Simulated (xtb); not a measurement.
methanethiol (CH₄S), singlet, geometry from GFN2-xTB, atoms displaced at random by about 0.02 Å a coordinate. Base run: GFN1-xTB in xtb.

xtb was given this input:
```
$ xtb mol.xyz --gfn 1 --opt --json

# file mol.xyz
6

C     -0.06758990     1.15257811    -0.02523598
S     -0.03558123    -0.66641251    -0.02942979
H      1.28494740    -0.82569619     0.03876433
H     -1.10632768     1.41435814    -0.05713891
H      0.43097395     1.52688898     0.89323730
H      0.43470045     1.53383124    -0.86471395
```

Variants of this job, named by their change:

```
change               ΔE vs base (µEh)  optimiser steps
-------------------  ----------------  ---------------
base                              0.0                5
opt level = sloppy                1.5                4
opt level = crude                18.5                3
engine = lbfgs                    0.4                -
opt level = vtight               -0.2                7
opt level = extreme              -0.3                8
alpb = dmso                     -4252                5
opt level = tight                -0.2                6
engine = inertial                 7.2                -
alpb = ether                    -3616                5
```
